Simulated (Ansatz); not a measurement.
Cost and result for the atomization energy of C$_{3}$H$_{8}$AlCl (13 atoms, 13 bonds).

```xyz
13

C     1.065    0.970   -1.317
C     0.348    0.785    0.009
C    -0.684   -0.305    0.042
Al   -1.220   -1.318    1.641
Cl    0.144   -1.999   -0.222
H     1.758    1.814   -1.275
H     0.354    1.157   -2.126
H     1.641    0.079   -1.577
H    -0.204    1.700    0.262
H     1.069    0.640    0.819
H    -1.377   -0.253   -0.799
H    -2.590   -2.111    1.618
H    -0.303   -1.159    2.923
```

Charge 0, multiplicity 1. The bonds changed during the relaxation, so this is another structure than the one it started from. Geometry: relaxed with PBE0-D4/def2-TZVP. It is one conformer, not always the lowest. Program: Ansatz. All runs use 4 threads of an Arm Neoverse V1 on a shared host. Times are those of one run each, without the atoms' runs, and a repeat can differ threefold. Electronic energies, without spin–orbit coupling; frozen cores. CCSD(T)/CBS adds CCSD(T) − MP2 in def2-TZVPP to the MP2 limit, and its time is that of the two runs behind it. T1 = 0.011. B3LYP takes the VWN-RPA correlation (the form of Gaussian; ORCA's B3LYP/G).

CCSD(T)/CBS is a level of theory with its own doubt, some kJ/mol a heavy atom from the limit and from the frozen cores, so smaller differences don't rank the functionals.

| level | functions | wall time | atomization (kJ/mol) | difference from CCSD(T)/CBS | per bond |
| --- | --- | --- | --- | --- | --- |
| PBE-D4/def2-TZVPP (with forces) | 289 | 3.6 s | 4620.1 | 59.0 | 4.5 |
| PBE0-D4/def2-TZVPP | 289 | 4.4 s | 4574.7 | 13.6 | 1.0 |
| r2SCAN-D4/def2-TZVPP (with forces) | 289 | 7 s | 4578.9 | 17.8 | 1.4 |
| B3LYP-D4/def2-TZVPP (with forces) | 289 | 7 s | 4550.8 | -10.3 | -0.8 |
| B2PLYP/def2-TZVPP | 289 | 8.5 s | 4501.9 | -59.2 | -4.6 |
| ωB97X-V/def2-TZVPP | 289 | 11 s | 4570.7 | 9.6 | 0.7 |
| ωB97M-V/def2-TZVPP (with forces) | 289 | 16 s | 4574.8 | 13.7 | 1.1 |
| MP2/def2-QZVPP | 551 | 38 s | 4559.6 | -1.5 | -0.1 |
| CCSD(T)/def2-TZVPP | 289 | 4.5 min | 4456.3 | -104.8 | -8.1 |
| CCSD(T)/CBS(def2) | – | 5.1 min | 4561.1 | 0.0 | 0.0 |

The D4 term adds +45.8 kJ/mol with B3LYP and +24.2 kJ/mol with PBE0; it sums over pairs of atoms, weighted by their polarisabilities, and B3LYP, whose exchange is more repulsive, gets the larger term. From PBE to PBE0 (25 % exact exchange), in def2-TZVPP and without D4, the atomization energy moves by −41.0 kJ/mol: exact exchange takes away binding that semilocal exchange gives to molecules. In def2-TZVPP, CCSD(T) changes the Hartree–Fock value by +1027.4 kJ/mol (the triples alone add +58.9 kJ/mol) and MP2 by +1069.1 kJ/mol; breaking electron pairs costs correlation energy, which Hartree–Fock lacks.
